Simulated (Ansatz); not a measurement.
`[BH2][SnH2][C]#C` + `CCOBF` → `[BH2][SnH2][BH]F` + `C#COCC`  (formal exchange of groups at the Sn–C bond)

Calculated with Ansatz (gas phase, PBE0-D4/def2-TZVP geometries, no zero-point term in ΔE). CBS: MP2 limit from def2 TZ/QZ plus the TZ coupled-cluster correction, frozen cores. DFT in def2-TZVPP. B3LYP here is the variant with VWN-RPA as its local correlation; programs differ in this. Elements past krypton have def2 core potentials. For Sn outer-core shells are correlated without core-valence functions, which leaves a few kJ/mol of doubt a bond. Each species was taken in one conformer, which may not be the lowest.

| level | ΔE (eV) | difference from CCSD(T)/CBS |
| --- | --- | --- |
| PBE-D4 | 2.44 | -0.39 |
| r2SCAN-D4 | 2.63 | -0.20 |
| PBE0-D4 | 2.56 | -0.27 |
| B3LYP-D4 | 2.65 | -0.18 |
| ωB97X-V | 2.69 | -0.14 |
| ωB97M-V | 2.75 | -0.08 |
| B2PLYP | 2.78 | -0.05 |
| PBE | 2.44 | -0.39 |
| r2SCAN | 2.63 | -0.20 |
| PBE0 | 2.56 | -0.27 |
| B3LYP | 2.66 | -0.17 |
| HF/def2-TZVPP | 2.95 | 0.12 |
| MP2/def2-TZVPP | 2.91 | 0.08 |
| SCS-MP2/def2-TZVPP | 2.92 | 0.09 |
| CCSD/def2-TZVPP | 2.87 | 0.04 |
| CCSD(T)/def2-TZVPP | 2.85 | 0.02 |
| HF/def2-QZVPP | 2.95 | 0.12 |
| MP2/def2-QZVPP | 2.90 | 0.07 |
| SCS-MP2/def2-QZVPP | 2.92 | 0.09 |
| HF/CBS(def2) | 2.96 | 0.13 |
| MP2/CBS(def2) | 2.89 | 0.06 |
| CCSD/CBS(def2) | 2.84 | 0.01 |
| CCSD(T)/CBS | 2.83 | 0 |

Largest T1 diagnostic among the species: 0.015.

In def2-TZVPP, CCSD(T) changes the Hartree–Fock value by −0.09 eV (the triples alone add −0.02 eV) and MP2 by −0.03 eV. From PBE to PBE0 (25 % exact exchange), in def2-TZVPP and without D4, ΔE moves by +0.12 eV.
